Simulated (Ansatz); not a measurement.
Input for Ansatz (development build ahead of 0.2.0):

```yaml
crystal:
  periodic: [false, false, false]
  atoms:
    - { symbol: Zn, position_ang: [0.0, 0.0, 0.0] }
    - { symbol: H, position_ang: [0.0, 0.0, 1.595] }
basis:
  gaussian: { orbitals: def2-SVP }
magnetization:
  initial_magnetization: 1
hamiltonian:
  xc: pbe0
scf:
  omitted_lower_state_checks: [starts, atomic_configurations, cluster_reference, orbital_swaps, given_window_search, neighbouring_geometries, increment]
output:
  forces: true
```

The input is written out in the form of the current development build from the run's settings.

Output:

* Converged: yes
* Total energy: -1779.41597 hartree
* Spin squared of the determinant: 0.750
* Stability test: minimum among restricted orbitals

Forces (eV/Å):
| atom | Fx | Fy | Fz |
| --- | --- | --- | --- |
| Zn1 | 0.000 | 0.000 | -0.284 |
| H2 | 0.000 | 0.000 | 0.284 |
